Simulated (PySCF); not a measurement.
Species: C₈H₁₂ClF.
SMILES with atom numbers: `[F:1][C@@H:2]1[CH2:3][C@@H:4]2[CH2:5][CH2:6][CH2:7][C@@H:8]2[C@@H:9]1[Cl:10]` (hydrogens: H11 on C2; H12, H13 on C3; H14 on C4; H15, H16 on C5; H17, H18 on C6; H19, H20 on C7; H21 on C8; H22 on C9)

Structure used (GFN2-xTB), in Å, numbered top down from 1:
```
atom  x, y, z in Å
F1     1.383    0.329   -1.769
C2     1.842    0.426   -0.475
C3     1.574   -0.876    0.274
C4     0.106   -0.788    0.720
C5    -0.876   -1.469   -0.246
C6    -2.068   -0.520   -0.308
C7    -1.394    0.847   -0.337
C8    -0.268    0.720    0.697
C9     1.030    1.445    0.328
Cl10   0.784    2.976   -0.540
H11    2.902    0.689   -0.555
H12    1.758   -1.737   -0.367
H13    2.244   -0.931    1.132
H14   -0.010   -1.203    1.723
H15   -1.147   -2.471    0.084
H16   -0.427   -1.540   -1.237
H17   -2.696   -0.694   -1.180
H18   -2.681   -0.621    0.589
H19   -0.971    1.020   -1.326
H20   -2.074    1.665   -0.105
H21   -0.622    1.059    1.672
H22    1.599    1.695    1.227
```

Theory: PBE0/pcSseg-1 in PySCF (dipole) on a GFN2-xTB geometry, gas phase.

Take the most abundant isotopes and a rigid rotor. The values belong to one conformer with, in the numbering `[F:1][C@@H:2]1[CH2:3][C@@H:4]2[CH2:5][CH2:6][CH2:7][C@@H:8]2[C@@H:9]1[Cl:10]`, F1–C2–C3–C4 -82°, C2–C3–C4–C5 95°, C3–C4–C5–C6 -139°, C4–C5–C6–C7 40°.

(1) What are A, B and C (MHz)?

(2) What kind of rotor is it?

(3) Is it planar, by Δ = Ic − Ia − Ib?

(4) Give the other two planar moments, Paa and Pbb, and the rms extents of the mass along the axes.

(5) Where do the levels up to J = 3 lie, in K?

(6) Which lines would a microwave search look for?

(7) Estimate the classical rotational partition function at 10 K, 50 K and 298.15 K.

Answers

(1) Ia = 293.12, Ib = 490.92, Ic = 613.44 u·Å²; 505379 MHz·u·Å²/I gives A = 1724, B = 1029, C = 823.9 MHz.

(2) An asymmetric top. Ray's parameter κ = (2B − A − C)/(A − C) = -0.543; −1 is the prolate and +1 the oblate limit.

(3) Not planar: Δ = Ic − Ia − Ib = -170.60 u·Å². For a rigid frame Δ = −2 Σ m c², so Σ m c² = 85.30 u·Å² lies off the ab plane: 16.95 from hydrogen and 68.35 from heavier atoms. The atom farthest from that plane is 1.82 Å away.

(4) Paa = Σ m a² = (Ib + Ic − Ia)/2 = 405.62 and Pbb = Σ m b² = (Ia + Ic − Ib)/2 = 207.82 u·Å². With the mass M = 162.06 u, the rms extents √(P/M) along a, b and c are 1.58, 1.13, 0.73 Å.

(5) Above 0(0,0), as E/k:
J = 1: 1(0,1) 0.089, 1(1,1) 0.122, 1(1,0) 0.132
J = 2: 2(0,2) 0.265, 2(1,2) 0.290, 2(1,1) 0.320, 2(2,1) 0.420, 2(2,0) 0.422
J = 3: 3(0,3) 0.525, 3(1,3) 0.541, 3(1,2) 0.600, 3(2,2) 0.687, 3(2,1) 0.696, 3(3,1) 0.879, 3(3,0) 0.879

(6) The dipole components are |μa| = 1.78 D, |μb| = 1.08 D, |μc| = 2.16 D. The squared components, which scale the intensities, stand as 0.68 : 0.25 : 1.00 (a : b : c). Some lines, for components of 0.1 D or more:

| type | branch | J(Ka,Kc) | MHz | lower level (cm⁻¹) |
| --- | --- | --- | --- | --- |
| a | Q | 4(2,2) ← 4(2,3) | 516 | 0.724 |
| c | Q | 5(2,4) ← 5(1,4) | 1077 | 0.994 |
| a | Q | 3(1,2) ← 3(1,3) | 1229 | 0.376 |
| b | Q | 3(2,1) ← 3(1,2) | 1991 | 0.417 |
| b | R | 2(0,2) ← 1(1,1) | 2973 | 0.085 |
| b | Q | 5(3,2) ← 5(2,3) | 3352 | 1.065 |
| b | Q | 4(2,3) ← 4(1,4) | 3479 | 0.608 |
| b | Q | 4(3,1) ← 4(2,2) | 3624 | 0.741 |
| b | R | 5(3,2) ← 4(4,1) | 3960 | 1.045 |
| b | R | 2(1,2) ← 1(0,1) | 4196 | 0.062 |
| b | R | 3(0,3) ← 2(1,2) | 4883 | 0.202 |
| c | Q | 5(4,2) ← 5(3,2) | 5393 | 1.177 |
| c | R | 3(1,2) ← 2(0,2) | 6986 | 0.184 |
| a | R | 4(2,2) ← 3(2,1) | 7711 | 0.484 |
| b | R | 5(1,4) ← 4(2,3) | 8103 | 0.724 |
| b | R | 3(2,1) ← 2(1,2) | 8449 | 0.202 |
| c | R | 4(1,3) ← 3(0,3) | 9305 | 0.365 |
| c | R | 3(3,1) ← 2(2,1) | 9570 | 0.292 |
| a | R | 5(2,3) ← 4(2,2) | 9723 | 0.741 |
| b | R | 4(2,2) ← 3(1,3) | 10930 | 0.376 |
| c | R | 4(3,2) ← 3(2,2) | 11490 | 0.477 |
| b | R | 4(3,1) ← 3(2,2) | 11522 | 0.477 |
| b | R | 5(4,1) ← 4(3,2) | 14882 | 0.861 |
| c | R | 5(5,0) ← 4(4,0) | 16450 | 1.045 |

(7) Point group C1, symmetry number σ = 1; q = (√π/σ)·√((kT/h)³/(ABC)), k/h = 20836.6 MHz/K: 4410 at 10 K, 49300 at 50 K, 718000 at 298.15 K.

Whether it is a minimum is left open (no frequencies). Constants of a rigid frame at the computed geometry: no zero-point averaging, no centrifugal distortion. Quadrupole hyperfine structure (35Cl) is left out.
